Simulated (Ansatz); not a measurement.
Wavefunction ladder for Cl₃H₅InNSi, SMILES `[SiH3][NH2+][In-]([Cl])([Cl])[Cl]`

Cartesian coordinates in Å:
```
Si -0.470 -0.180 1.617
N 0.732 -0.006 0.295
In -0.083 0.184 -1.849
Cl -1.237 -1.829 -2.005
Cl 1.988 0.333 -2.904
Cl -1.324 2.138 -1.614
H -1.223 -1.416 1.329
H 0.249 -0.281 2.911
H -1.312 1.031 1.569
H 1.369 -0.797 0.244
H 1.313 0.822 0.407
```

Charge 0, multiplicity 1. Correlated methods include outer-core shells of In, which these sets cover unevenly. In takes the def2 core potential. The structure was optimised at the PBE0-D4/def2-TZVP level. It is one conformer, not always the lowest. Frozen core, restricted reference, Ansatz.

```tsv
basis	HF (Eh)	MP2 corr.	CCSD corr.	(T)	CCSD(T) total
def2-SVP	-1913.65327	-0.75693	?	?	?
def2-TZVPP	-1914.30424	-1.19318	–	–	–
def2-QZVPP	?	?	–	–	–
```

(1) Fill in the withheld values. (Best estimate.)

Results:

(1) Computed: def2-SVP CCSD corr.: -0.82656; def2-SVP (T): -0.01901; def2-SVP CCSD(T) total: -1914.49884; def2-QZVPP HF (Eh): -1914.35573; def2-QZVPP MP2 corr.: -1.46859.
